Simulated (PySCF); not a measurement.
An unknown shows these calculated signals:

¹H NMR (300 MHz, computed): δ 7.45 (d, 1H), 7.33 (m, 1H), 7.12 (m, 1H), 6.70 (d, 1H), 4.25 (br s, 1H), 2.76 (q, 2H), 1.19 (t, 3H).

¹³C{¹H} NMR (computed): δ 160.6 (C), 136.5 (C), 135.8 (CH), 132.2 (CH), 125.7 (CH), 117.9 (CH), 29.0 (CH2), 18.8 (CH3).

PySCF 2.14.0 with density-fitted response routines calculation with PBE0/pcSseg-1 with gauge-including orbitals and structure optimised with GFN2-xTB; one conformer, one averaged value for each set of equivalent atoms, no solvent model, relativity neglected.

Scale: ¹H (σ = 31.72 ppm) and ¹³C (σ = 186.93 ppm) vs TMS (reference shieldings calculated alike).

Problem. Which of these does the molecule contain: a carboxylic acid, an OH group, a CH3CH2 unit, a Si–CH3 group, a benzene ring, a heteroaromatic ring?

Solution. 
- A carboxylic acid: no.
- An OH group: yes (δH 4.25 (br s)).
- A CH3CH2 unit: yes (δC 18.8, 29.0; δH 1.19 (t), 2.76 (q)).
- A Si–CH3 group: no.
- A benzene ring: yes.
- A heteroaromatic ring: no.

The data belong to SMILES CCc1ccccc1O, C₈H₁₀O; they needn't prove each group on their own.

Carbon signals by region: 1 in the far downfield region (above 160 ppm), 5 in the sp2 and nitrile region (100–160 ppm), 2 below 50 ppm. Above 160 ppm: 160.6, aromatic carbon bearing oxygen.

Exchangeable OH/NH protons stand at their gas-phase positions; hydrogen bonding in a real sample shifts them, mostly to higher δ. Shifts are as computed. Against solution values, carbons near 30 ppm lie about +3 ppm off and those near 130 ppm about +5 ppm. Of 1211 compounds with measured shifts, 218 miss one by over three times the rms of a fit or turn the order of signals round; such compounds aren't used in these exercises. Multiplicities follow the n + 1 count of equivalent neighbours, as no J values were calculated; m marks all less simple cases, F and P coupling included.
